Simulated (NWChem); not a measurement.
# N-methylmethanimine (C₂H₅N); SMILES C=NC

All runs: NWChem. Pople sets run with spherical d functions. Coordinates come from a PBE-D3(BJ)/def2-SVP optimisation. Level PBE0/6-31G*: energy and gradient; each run changes one setting, and changes count from the defaults (medium grid, exact Coulomb integrals, symmetry on).

```
setting                              size of the energy change (μHa)  largest change of a gradient component (μHa/bohr)
-----------------------------------  -------------------------------  -------------------------------------------------
defaults                                                        < 10                                               < 30
coarse grid                                                       30                                                 80
tight SCF thresholds and tolerances                             < 10                                               < 30
Becke weights                                                   < 10                                                 30
symmetry off                                                    < 10                                        other frame
```
